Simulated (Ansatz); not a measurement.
`F[Si](F)([SiH3])[SiH3]` + HCl → `F[Si]([SiH3])([SiH3])Cl` + H–F at 500 K and 1 bar (ligand exchange at the Si–F bond).

Program: Ansatz. Geometries: PBE0-D4/def2-TZVP. ΔE: electronic, gas phase. CCSD(T)/CBS adds triple-zeta CCSD(T) − MP2 to the extrapolated MP2 energy (def2 sets, frozen cores). This one scheme is used for every species.

```csv
species,CCSD(T)/CBS energy (Eh),H − E (kJ/mol),S (J/(mol·K))
`F[Si](F)([SiH3])[SiH3]`,-1070.54606,205.6,472.9
HCl,-460.38127,32.5,201.9
`F[Si]([SiH3])([SiH3])Cl`,-1430.51902,204.2,490.6
H–F,-100.39570,39.4,188.7
```

H − E and S are ideal-gas, rigid-rotor, harmonic terms from PBE0-D4/def2-TZVP. 1 Eh = 2625.50 kJ/mol, R = 8.31446 J/(mol·K).

Problem. By hand: ΔE, ΔH, ΔS and ΔG.

Solution. ΔE = (-1430.51902) + (-100.39570) − (-1070.54606) − (-460.38127) = 0.01261 Eh = 33.1 kJ/mol. Δ(H − E) = 204.2 + 39.4 − 205.6 − 32.5 = 5.5, so ΔH = 38.6 kJ/mol. ΔS = 490.6 + 188.7 − 472.9 − 201.9 = 4.5 J/(mol·K). ΔG = 38.6 − 500 × (4.5)/1000 = 36.4 kJ/mol.

Problem. By hand: the equilibrium constant, and the temperature at which ΔG would vanish if ΔH and ΔS stayed fixed.

Solution. log₁₀ K = −ΔG/(RT ln 10) = -3.8. ΔG = 0 at ΔH/ΔS = 8578 K, far beyond where these terms or the molecules hold.

The number of gas molecules stays the same, so ΔS is small and ΔH decides. A doubt of 5 kJ/mol in ΔE shifts log₁₀ K by 0.5 here. These are equilibria of isolated gas molecules and say nothing of rates. Largest T1 diagnostic: 0.013 (customary marks: 0.02 for closed shells, 0.045 for open ones).
